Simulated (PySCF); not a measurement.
**A ladder of Hamiltonians for Ba(54+) (barium, charge +54)**

Occupied: 1s1/2. Hartree-Fock calculated with PySCF 2.14 in an uncontracted even-tempered set (16 s from 11 bohr⁻², ratio 2.7; 12 p from 13 bohr⁻², ratio 2.7), Gaussian nucleus throughout. NR is non-relativistic, sf-X2C the spin-free one-electron X2C Hamiltonian, X2C adds the bare one-electron spin-orbit term, X2C-SNSO screens it by Boettger's factors, DC is four-component Dirac-Coulomb, and the Gaunt and Breit terms are added at first order (total energies over the DC spinors, levels after relaxing the spinors in that mean field). QED terms are absent. Levels marked empty are virtual spinors of this ion.

```
Hamiltonian  E (hartree)
         NR   -3100.9818
     sf-X2C   -3240.3637
        X2C   -3240.3637
   X2C-SNSO   -3240.3637
         DC   -3241.5552
   DC+Gaunt   -3239.1317
   DC+Breit   -3239.1317
```

```
   level (eV)        NR    sf-X2C       X2C  X2C-SNSO        DC  DC+Gaunt  DC+Breit
        1s1/2  -41717.9  -43566.0  -43566.0  -43566.0  -43598.2  -43532.8  -43532.8
2s1/2 (empty)  -10066.4  -10625.7  -10625.7  -10625.7  -10629.1  -10621.9  -10622.7
2p1/2 (empty)   -9962.1  -10192.6  -10510.2  -10504.0  -10502.0  -10486.9  -10489.1
2p3/2 (empty)   -9962.1  -10192.6  -10053.9  -10056.2  -10058.8  -10051.1  -10053.3
3s1/2 (empty)   -4436.4   -4634.0   -4634.0   -4634.0   -4635.0   -4632.9   -4633.2
```

**Question.** How large are the two-electron picture-change error of X2C and the Breit correction in the total energy?

**Answer.** X2C-1e lies 1.1915 hartree above Dirac-Coulomb; Gaunt adds 2.4235 and the full Breit term 2.4235 hartree.

```json
{"interval (eV)": "2p3/2 − 2p1/2", "X2C": "456.4", "X2C-SNSO": "447.7", "DC": "443.2", "DC+Gaunt": "435.8", "DC+Breit": "435.8"}
```

Weight of the small component: 1s1/2 0.0431, 2s1/2 0.0104, 2p1/2 0.0104, 2p3/2 0.00993, 3s1/2 0.00460.

Koopmans' value for the highest occupied level at DC+Breit: 43532.8 eV, against an ionisation energy of 43485.4 eV (theoretical estimate listed by NIST; NIST Atomic Spectra Database, ionization energies); the former lacks relaxation, correlation, QED and recoil.

The whole ladder took 27 s of wall time on 1 thread of AMD EPYC 9R45 96-Core Processor (shared host), launched as `OMP_NUM_THREADS=1 python relrun2.py TASK.json OUT` (a driver that calls PySCF for each Hamiltonian).
